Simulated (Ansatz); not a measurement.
Compare A (`C=C(F)[SiH](O)O`) with its isomer B (`C=C[Si](O)(O)F`).

Isolated molecules relaxed with PBE0-D4/def2-TZVP in Ansatz; ΔE leaves out vibrations. CBS: MP2 limit from def2 TZ/QZ plus the TZ coupled-cluster correction, frozen cores. DFT in def2-TZVPP. B3LYP here is the variant with VWN-RPA as its local correlation; programs differ in this. Each species was taken in one conformer, which may not be the lowest.

A:

```xyz
11

C     0.8531    1.5779    0.5400
C     0.7631    0.4926   -0.2100
F     1.5004    0.4188   -1.3539
Si   -0.3059   -1.0236    0.0937
O    -1.5132   -0.6680    1.1326
O    -0.8948   -1.4886   -1.3627
H     1.4981    2.4087    0.2764
H     0.2704    1.6376    1.4503
H     0.4561   -2.1068    0.7464
H    -2.1988   -0.0707    0.8280
H    -0.4284   -1.1779   -2.1408
```

B:

Z-matrix (Å, degrees):
```
Si
C 1 1.837
O 1 1.623 2 108.5
O 1 1.633 2 113.3 3 -121.6
F 1 1.600 2 108.8 3 119.5
C 2 1.330 1 122.3 3 118.8
H 2 1.088 1 119.1 3 -61.3
H 3 0.958 1 118.4 2 -171.0
H 4 0.958 1 117.5 2 -89.9
H 6 1.086 2 122.2 1 179.9
H 6 1.086 2 121.5 1 -0.6
```

**Question.** Which is lower in electronic energy at CCSD(T)/CBS, and by how much? (Estimate.)

**Answer.** The calculation gave: B, by 247.2 kJ/mol.

**Question.** Give E(B) − E(A) in kJ/mol with PBE0-D4, CCSD(T)/def2-TZVPP, B2PLYP, B3LYP-D4, PBE-D4, CCSD/def2-TZVPP, CCSD(T)/def2-SVP. (An estimate is asked.)

**Answer.** The calculation gave: PBE0-D4 -231.5, CCSD(T)/def2-TZVPP -244.0, B2PLYP -240.7, B3LYP-D4 -234.3, PBE-D4 -219.9, CCSD/def2-TZVPP -246.9, CCSD(T)/def2-SVP -224.7. None reverses the order clearly.

**Question.** Does the order hold for the free energy at 298.15 K (harmonic terms from PBE0-D4)? (Estimate.)

**Answer.** The calculation gave: Yes: G(B) − G(A) = -239.7 kJ/mol, for one conformer each. Modes under 60 cm⁻¹, often nearly free rotors, make the harmonic entropy too high.

Largest T1 diagnostic: 0.012.

From PBE to PBE0 (25 % exact exchange), in def2-TZVPP and without D4, E(B) − E(A) moves by −11.8 kJ/mol. At CCSD(T), def2-SVP lies +22.5 kJ/mol from the extrapolated value and def2-TZVPP +3.1 kJ/mol.
